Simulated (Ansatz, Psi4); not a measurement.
The Psi4 input:
```
memory 2 GB

molecule mol {
0 1
C    -0.000000   -0.000000   -0.733209
N     0.000000    0.000000    0.425228
H     0.000000    0.000000    1.422658
}

set {
  basis 6-311g**
  reference rhf
  freeze_core true
  mp2_type conv
  scf_type pk
  puream true
  d_convergence 1e-8
}

energy('ccsd(t)')
print_variables()
```

Task: Write the same job for Ansatz (a first-principles code).

Result: This is not unique; one that fits is 
Ansatz 0.2 input:
```yaml
crystal:
  periodic: [false, false, false]
  atoms:
    - {symbol: C, position_ang: [-0.00000000, -0.00000000, -0.73320915]}
    - {symbol: N, position_ang: [0.00000000, 0.00000000, 0.42522810]}
    - {symbol: H, position_ang: [0.00000000, 0.00000000, 1.42265821]}
basis:
  gaussian:
    orbitals: 6-311G__.json
magnetization: {spin_polarized: false}
correlation: {method: ccsd_t, electrons: outside_noble_gas}
accuracy: high
```
The basis file holds 6-311G** in the JSON format of the Basis Set Exchange.

Both were run: Psi4 gave -93.194631 Eh and Ansatz -93.194631 Eh, 0.000 mEh apart.
